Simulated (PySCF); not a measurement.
C₄F₅, SMILES FC(F)=[C]C(F)=C(F)F, doublet, PBE0/def2-SVP optimised geometry.

```
9

F      0.24     2.59     0.00
C      0.66     1.35     0.00
F      1.98     1.35     0.00
C     -0.09     0.29     0.00
C     -0.83    -0.84     0.01
F     -1.24    -1.41    -1.13
C     -1.26    -1.50     1.15
F     -1.98    -2.59     1.13
F     -0.97    -1.10     2.36
```

Density from unrestricted PBE0/def2-TZVP in PySCF at that geometry.

Minimum of the electron density along straight lines between bonded atoms, close to the bond critical point (lines longer than 1.1 times the sum of covalent radii, or with two minima, are not listed):

| bond | length / Å | ρ at the minimum / e bohr⁻³ | ∇²ρ there / e bohr⁻⁵ | position (fraction from the first atom) |
|---|---|---|---|---|
| F1–C2 | 1.312 | 0.295 | -0.17 | 0.67 |
| C2–F3 | 1.313 | 0.295 | -0.17 | 0.34 |
| C2–C4 | 1.301 | 0.359 | -1.02 | 0.54 |
| C4–C5 | 1.348 | 0.331 | -0.95 | 0.49 |
| C5–F6 | 1.336 | (withheld) | -0.14 | 0.34 |
| C5–C7 | 1.390 | 0.323 | -0.96 | 0.47 |
| C7–F8 | 1.300 | 0.299 | (withheld) | 0.33 |
| C7–F9 | 1.301 | 0.299 | (withheld) | 0.33 |

Question: Fill in the missing entries.

Answer: 
- C5–F6, ρ at the minimum / e bohr⁻³: 0.275
- C7–F8, ∇²ρ there / e bohr⁻⁵: 0.05
- C7–F9, ∇²ρ there / e bohr⁻⁵: 0.04
